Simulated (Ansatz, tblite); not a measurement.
Cost and result up the ladder for (CuSH)2 ring (Cu₂H₂S₂) (6 atoms). Total charge 0; singlet. Geometry: PBE0-D4/def2-SVP.

| atom | x (Å) | y (Å) | z (Å) |
| --- | --- | --- | --- |
| Cu1 | -0.276 | 1.156 | 0.346 |
| S2 | -2.022 | -0.322 | 0.028 |
| Cu3 | 0.091 | -1.134 | 0.489 |
| S4 | 1.824 | 0.346 | 0.864 |
| H5 | -1.912 | -0.389 | -1.321 |
| H6 | 2.296 | 0.342 | -0.406 |

Ansatz on 4 threads of Arm Neoverse V1 on a shared host; xTB runs through tblite on one thread. Times are rough, summed over both states, and most runs start from the orbitals of an earlier one. PBE0-D4/def2-TZVP serves as the yardstick here, not as an exact answer. The other state is a triplet.

The xTB rows come from tblite.

xTB has no spin-polarisation term.

```tsv
level	functions	vertical triplet (eV)	difference from PBE0-D4/def2-TZVP (eV)
GFN2-xTB	38	5.52	2.46
PBE-D4/def2-TZVP	176	2.49	-0.57
PBE0-D4/def2-TZVP (with forces)	176	3.06	0.00
GFN1-xTB	40	4.06	1.00
r2SCAN-D4/def2-TZVP	176	2.54	-0.52
```

(1) Estimate how long each takes.

Results:

(1) GFN1-xTB 0.01 s; GFN2-xTB 0.012 s; PBE-D4/def2-TZVP 8.7 s; PBE0-D4/def2-TZVP (with forces) 25 s; r2SCAN-D4/def2-TZVP 39 s. On shared hardware such times vary by a factor of up to 3.
